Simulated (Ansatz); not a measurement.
System: SiHI$_{2}$, charge 0, doublet. SiHI2 (SMILES [SiH](I)I, doublet).
B3LYP-D3(BJ)/def2-TZVP minimum from Ansatz (a program for electronic structure):
```
Si
H 1 1.4888
I 1 2.4595 2 107.08
I 1 2.4595 2 107.08 3 -121.05
```
Charge 0, spin multiplicity 2.

Atomisation energy term by term, kcal/mol (programs: Ansatz). Open shells are spin-unrestricted; no spin-orbit coupling. Correlated methods leave the cores frozen (noble-gas shells, and filled d and f shells in the p block). Past Kr the def2 sets carry scalar-relativistic core potentials. CBS(X,Y): correlation extrapolated as X^-3, Hartree-Fock from the larger set. A bracket is a step between two methods taken in the basis named. Where a partner has so few electrons that a lower coupled-cluster level is exact, that level stands in. Spin-orbit terms, left out, reach several kcal/mol for Br and I, and more for heavier atoms.

```json
[
 {"term": "Hartree-Fock", "basis": "def2-QZVPP", "kcal/mol": "142.52"},
 {"term": "CCSD correlation", "basis": "CBS(def2-TZVPP,def2-QZVPP)", "kcal/mol": "55.14"},
 {"term": "(T)", "basis": "CBS(def2-TZVPP,def2-QZVPP)", "kcal/mol": "6.40"},
 {"term": "CCSDT(Q) - CCSD(T)", "basis": "def2-SVP", "kcal/mol": "0.49"},
 {"term": "sum: De", "basis": "", "kcal/mol": "204.6"}
]
```
